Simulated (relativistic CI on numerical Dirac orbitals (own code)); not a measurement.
# One change at a time: Zr⁶⁺

Base calculation: Dirac-Coulomb-Breit CI, orbitals from a KLI potential per configuration, model QED (radiative potential, 1s self-energy scaled to tabulated hydrogen-like ionisation energies), unscaled Slater integrals.

Configuration list (outside the closed core [Ar] 3d10): 4s2.4p4, 4s.4p5, 4s2.4p3.4d, 4p6, 4s.4p4.4d, 4s2.4p3.4f, 4s2.4p3.5s, 4s.4p4.4f, 4s2.4p3.5p, 4p5.4d, 4s2.4p3.5d, 4s.4p3.4d2, 4s2.4p3.6s, 4p4.4d2, 4p3.4d3, 4p3.4d2.4f, 4p3.4d2.5s. Double excitations out of closed p, d and f shells are left out; levels of such configurations are missing from the list, as are those of other unlisted configurations, and high levels can miss mixing partners. These lack a partner that the ground configuration has and come out too high: 4s2.4p3.5p, 4s2.4p3.5d, 4s2.4p3.6s.

The lowest level and the first level of each name with at least 55 % of one term (blank where a level has no safe partner in the second run):

| Level | Base (cm⁻¹) | Shift (cm⁻¹) |
| --- | --- | --- |
| 4s2.4p4 3P_2 | 0.0 | 0.0 |
| 4s2.4p4 3P_1 | 13201.7 | -17.1 |
| 4s2.4p4 3P_0 | 13478.9 | -23.3 |
| 4s2.4p4 1D_2 | 28953.4 | -23.1 |
| 4s2.4p4 1S_0 | 64642.8 | -137.3 |
| 4s.4p5 3P°_2 | 183056.6 | +29.2 |
| 4s.4p5 3P°_1 | 192199.4 | +25.6 |
| 4s.4p5 3P°_0 | 198545.6 | +23.1 |
| 4s.4p5 1P°_1 | 238500.7 | +46.9 |
| 4s2.4p3.4d 5D°_0 | 253627.6 | +127.3 |
| 4s2.4p3.4d 5D°_1 | 253895.3 | +129.2 |
| 4s2.4p3.4d 5D°_2 | 254019.1 | +127.4 |
| 4s2.4p3.4d 5D°_3 | 254214.9 | +125.6 |
| 4s2.4p3.4d 5D°_4 | 255250.0 | +129.5 |

At this charge configurations can still be misplaced by up to about 7 % of their energy. 51 of the 69 excited levels that our extract of the measured tables holds in this range could be paired (the sources list more); they are missed by 6727 cm⁻¹ on average and 15973 at most, and levels without a partner can miss by more.

(1) One thing was changed in a second run, which moved the levels as shown. Which?
A. one mean potential for all configurations
B. configuration mixing switched off
C. QED terms removed
D. Breit term removed

Answers

(1) A. One mean potential for all configurations. One potential for all configurations removes the relaxation of the orbitals, which moves whole configurations and changes the integrals a little.

LS names give the leading component of a level, which can be under half, so a name can repeat, a term be missing and a line seem to break the LS rules.
